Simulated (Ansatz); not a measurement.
A nudged elastic band was laid between two geometries of CH6Ge + H4Si (13 atoms, charge 0, multiplicity 1).

Method: Ansatz, RKS B3LYP/def2-SVP.

```yaml
movable_images: 5
climbing_image: yes
spring: 5.0 eV/Å²
optimiser: quadratic models (default)
start_path: through a guess of the saddle point
force_threshold: 0.05 eV/Å
iteration_limit: 60
end_points: relaxed
```

First end point:

```xyz
13
Properties=species:S:1:pos:R:3
Ge -0.470 1.428 0.038
H -1.032 1.779 1.434
H 1.000 1.898 -0.033
C -1.536 2.297 -1.370
H -2.584 1.963 -1.318
H -1.512 3.391 -1.250
H -1.137 2.044 -2.364
H -0.503 -0.107 -0.132
Si 2.206 -3.778 1.720
H 1.017 -4.539 1.242
H 3.006 -3.318 0.549
H 3.048 -4.662 2.578
H 1.757 -2.598 2.513
```

Last end point:

```xyz
13
Properties=species:S:1:pos:R:3
Ge 0.695 -0.241 -1.465
H -1.922 0.166 5.282
H 1.879 0.475 -2.160
C -0.455 1.104 -0.586
H -1.313 0.618 -0.099
H 0.114 1.658 0.175
H -0.834 1.820 -1.332
H -0.116 -0.966 -2.567
Si 1.540 -1.857 0.098
H 0.410 -2.580 0.758
H 2.405 -2.861 -0.591
H 2.347 -1.185 1.161
H -1.488 -0.354 4.935
```

Which bonds break or form, and what moves?

Bonds broken: Ge1–H2, Si9–H13. Bonds formed: Ge1–Si9, H2–H13. CH6Ge + H4Si becomes CH8GeSi + H2.

Give the energies along the band, and the barrier.

The run converged. The highest image is number 3 of 0 to 6, 3.60 eV above the first end and 3.39 eV above the last; the last end lies 0.21 eV above the first. Neighbouring images differ by up to 3.6 eV, so the band resolves the path poorly. A vibrational analysis at the climbing image gives one clearly imaginary mode, 1809i cm⁻¹: a first-order saddle point. The orbitals stay closed-shell, which can raise the energy where a bond breaks towards radicals; this wasn't checked here.

```json
{"image": "0", "path coordinate (Å)": "0.00", "energy (eV)": "0.00", "Ge1–H2 (Å)": "1.54", "Si9–H13 (Å)": "1.49", "Ge1–Si9 (Å)": "6.09"}
{"image": "1", "path coordinate (Å)": "3.71", "energy (eV)": "0.01", "Ge1–H2 (Å)": "1.54", "Si9–H13 (Å)": "1.49", "Ge1–Si9 (Å)": "4.88"}
{"image": "2", "path coordinate (Å)": "7.41", "energy (eV)": "0.05", "Ge1–H2 (Å)": "1.55", "Si9–H13 (Å)": "1.49", "Ge1–Si9 (Å)": "4.57"}
{"image": "3", "path coordinate (Å)": "11.12", "energy (eV)": "3.60", "Ge1–H2 (Å)": "1.88", "Si9–H13 (Å)": "1.95", "Ge1–Si9 (Å)": "2.86"}
{"image": "4", "path coordinate (Å)": "14.98", "energy (eV)": "0.25", "Ge1–H2 (Å)": "3.47", "Si9–H13 (Å)": "3.50", "Ge1–Si9 (Å)": "2.41"}
{"image": "5", "path coordinate (Å)": "18.83", "energy (eV)": "0.21", "Ge1–H2 (Å)": "5.07", "Si9–H13 (Å)": "4.08", "Ge1–Si9 (Å)": "2.40"}
{"image": "6", "path coordinate (Å)": "22.68", "energy (eV)": "0.21", "Ge1–H2 (Å)": "7.25", "Si9–H13 (Å)": "5.90", "Ge1–Si9 (Å)": "2.40"}
```

What is the geometry of the highest image?


```xyz
13
Properties=species:S:1:pos:R:3
Ge 0.152 -0.115 -0.468
H 1.396 0.891 0.513
H 1.138 -0.168 -1.646
C -1.089 1.400 -0.277
H -1.934 1.244 -0.969
H -1.486 1.425 0.749
H -0.587 2.353 -0.494
H -0.815 -1.367 -0.565
Si 1.247 -2.069 1.311
H 1.405 -3.147 0.286
H 2.462 -2.067 2.195
H 0.053 -2.399 2.152
H 1.318 -0.184 0.822
```

Time of the run: 2.3 min on 4 threads of AMD EPYC 9R45 96-Core Processor (Zen 5), on a shared host, peak memory 0.3 GiB.
